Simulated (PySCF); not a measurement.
Level sweep

Species: 1,1,1,2-tetrafluorochloroethane, C2HClF4.
Geometry (PBE0-D3(BJ)/def2-SVP, Å), atoms numbered from 1 in this order:
```xyz
8
C2HClF4 angstrom
F     -1.0574   -0.9869   -0.9914
C     -0.6418   -0.3924    0.1388
Cl    -1.8329    0.7775    0.7046
C      0.6966    0.2979   -0.1396
F      0.5851    1.2272   -1.0746
F      1.1655    0.8551    0.9706
F      1.5719   -0.6146   -0.5529
H     -0.4990   -1.1456    0.9287
```

PySCF, dipoles from the SCF density, polarisabilities from static response with core orbitals frozen. Geometry: PBE0-D3(BJ)/def2-SVP; no solvent, vibrations or thermal averaging.

The anisotropy is √(½[(α1 − α2)² + (α2 − α3)² + (α3 − α1)²]).

```tsv
level	μ (D)	α (Å³)	anisotropy (Å³)
LDA/def2-SVPD	1.365	6.73	1.68
PBE/def2-SVPD	1.315	6.72	1.68
B3LYP/def2-SVPD	1.428	6.44	1.60
PBE0/def2-SVPD	1.418	6.36	1.58
BHandHLYP/def2-SVPD	1.537	6.13	1.52
CAM-B3LYP/def2-SVPD	1.476	6.36	1.55
wB97X-D/def2-SVPD	1.437	6.32	1.55
LC-wPBE/def2-SVPD	1.457	6.27	1.50
HF/def2-SVPD	1.634	5.81	1.45
PBE0/6-31G*	1.323	4.72	1.96
PBE0/def2-SVP	1.389	4.48	1.71
PBE0/6-31+G*	1.476	5.75	1.78
PBE0/aug-cc-pVDZ	1.390	6.36	1.66
PBE0/def2-TZVP	1.382	5.69	1.78
PBE0/def2-TZVPD	1.381	6.49	1.63
```

The dipole runs from 1.31 D (PBE/def2-SVPD) to 1.63 D (HF/def2-SVPD). No reference polarisability is at hand; against PBE0 in the largest diffuse basis at hand (def2-TZVPD) the other PBE0 rows deviate by 6-31G* -27%, def2-SVP -31%, 6-31+G* -11%, def2-SVPD -2%, aug-cc-pVDZ -2%, def2-TZVP -12%. In one basis (def2-SVPD) the functionals order the polarisability from HF (lowest) to LDA (highest), a spread of 16%. With PBE0 the polarisability is 4.96 Å³ without diffuse functions (mean of 6-31G*, def2-SVP and def2-TZVP) and 6.24 Å³ with them (mean of 6-31+G*, def2-SVPD, aug-cc-pVDZ and def2-TZVPD).
